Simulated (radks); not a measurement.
The cadmium ion Cd38+, 10 electrons, occupied as [Ne]. Method: Dirac Kohn-Sham, exchange-only PBE, spin-unpolarised, spherical densities, finite nucleus; Fermi nuclear charge, rms radius 4.6087 fm; computed with a radial shooting solver on a logarithmic mesh with Libxc functionals. Some entries of the table are withheld. Estimate them.

orbital,occ.,eigenvalue (eV),r(max) (bohr),<r> (bohr)
1s1/2,2,-28903.58,(1),0.03037
2s1/2,2,-6175.724,(2),(3)
2p1/2,2,(4),0.08494,0.1087
2p3/2,4,(5),0.08915,0.1136

Answer. 
(1) 1s1/2 r(max) (bohr): 0.01967
(2) 2s1/2 r(max) (bohr): 0.1103
(3) 2s1/2 <r> (bohr): 0.1287
(4) 2p1/2 eigenvalue (eV): -5938.608
(5) 2p3/2 eigenvalue (eV): -5737.514
